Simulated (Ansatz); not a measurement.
Stepwise reaction of `N[SiH2]N[SiH](N)O` with hydrogen, as a gas-phase model of exchange steps in deposition or etching. ΔE in kJ/mol.

Gas-phase electronic energies from Ansatz, PBE0-D4/def2-TZVP geometries. CBS: MP2 limit from def2 TZ/QZ plus the TZ coupled-cluster correction, frozen cores. This one scheme is used for every species. Functionals use def2-TZVPP. B3LYP here is the variant with VWN-RPA as its local correlation; programs differ in this. One conformer a species, not always the lowest.

| step | reaction | PBE-D4 | B3LYP-D4 | ωB97M-V | CCSD(T)/CBS |
| --- | --- | --- | --- | --- | --- |
| 1 | `N[SiH2]N[SiH](N)O` + H₂ → `N[SiH2]N[SiH2]O` + NH₃ | 63.0 | 63.7 | 63.9 | 61.5 |
| 2 | `N[SiH2]N[SiH2]O` + H₂ → `O[SiH2]N[SiH3]` + NH₃ | 40.6 | 42.7 | 44.3 | 44.0 |

**Question.** By hand: ΔE of the 2 steps together at CCSD(T)/CBS.

**Answer.** (61.5) + (44.0) = 105.5 kJ/mol, or 52.8 kJ/mol a step.

In ΔE each step is lower than the one before. All are uphill at CCSD(T)/CBS. PBE-D4 differs from CCSD(T)/CBS by -3.4 to 1.5 kJ/mol a step. Isolated molecules leave out the surface, adducts and barriers. Largest T1 diagnostic: 0.011.
